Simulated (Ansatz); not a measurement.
Z-matrix (Å, degrees):
```
C
Si 1 1.909
O 1 1.428 2 106.9
H 1 1.098 2 111.6 3 120.7
H 1 1.093 2 112.8 3 -118.7
C 2 1.883 1 100.2 3 -25.4
H 2 1.488 1 110.5 3 91.8
H 2 1.488 1 112.4 3 -146.5
Si 3 1.658 1 116.7 2 35.3
H 6 1.092 2 111.6 1 -110.9
H 6 1.092 2 111.2 1 128.1
H 9 1.483 3 107.3 1 -151.0
H 9 1.490 3 110.8 1 89.9
```

Total charge 0; spin multiplicity 1.

List the r2SCAN/def2-TZVPP orbital energies in eV (the Gaussian-basis code of Ansatz). (Estimate.)

The calculation gave: Occupied: -1791.30, -1790.88, -515.75, -274.19, -272.75, -141.68, -141.35, -96.57, -96.52, -96.51, -96.21, -96.21, -96.20, -26.57, -18.37, -17.58, -13.47, -12.92, -11.67, -11.40, -10.80, -10.27, -8.92, -8.72, -8.27, -7.66, -7.30, -6.61. Lowest empty: -0.15, 0.15, 0.45, 0.73, 1.41, 2.07, 2.30, 2.39.
